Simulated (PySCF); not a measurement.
Si(F)(Br)(Me)(OH) (CH₄BrFOSi), SMILES [Si](O)(F)(C)Br.

Coordinates come from a PBE-D3(BJ)/def2-SVP optimisation. One conformer was computed; it need not be the lowest.

All values below come from PBE-D3(BJ)/def2-SVP (PySCF).

Frequencies are harmonic and unscaled.

Task: Estimate the vibrational spectrum. (An estimate is asked for; the answer gives what the named calculation found.)

Result: 
```tsv
mode	ν (cm⁻¹)	IR (km/mol)	Raman (Å⁴/amu)	depolarisation	moving atoms (share of kinetic energy)
1	121	1.5	0.1	0.75	H 96 %
2	147	6.2	2.2	0.74	H 34 %, C 29 %, O 14 %, F 10 %, Br 9 %
3	175	6.5	1.5	0.68	F 33 %, O 23 %, H 18 %, C 14 %
4	231	8.2	3.2	0.40	F 34 %, Br 28 %, H 23 %, O 8 %
5	235	1.5	0.9	0.74	Si 23 %, H 21 %, F 21 %, O 18 %, C 14 %
6	280	64.9	2.7	0.64	H 53 %, O 23 %, Si 8 %
7	316	60.0	1.6	0.63	O 33 %, F 24 %, H 18 %, Si 13 %, C 9 %
8	423	93.0	5.3	0.07	Si 51 %, Br 15 %, O 10 %, H 9 %
9	695	44.7	9.8	0.07	C 38 %, H 24 %, Si 21 %, F 11 %
10	743	40.3	0.6	0.30	H 67 %, O 18 %, C 12 %
11	766	26.1	1.5	0.71	H 66 %, C 21 %
12	814	275.1	2.5	0.27	H 59 %, Si 14 %, O 12 %, C 9 %
13	887	126.0	1.2	0.64	Si 39 %, H 26 %, F 24 %
14	942	122.1	1.9	0.53	Si 47 %, O 30 %, F 12 %, H 10 %
15	1228	34.3	0.9	0.34	H 76 %, C 23 %
16	1373	6.4	12.8	0.75	H 96 %
17	1376	2.4	10.7	0.74	H 96 %
18	2990	0.1	138.5	0.01	H 97 %
19	3093	0.2	97.1	0.74	H 91 %, C 9 %
20	3102	0.0	61.1	0.75	H 91 %, C 9 %
21	3763	93.4	105.8	0.29	H 94 %
```
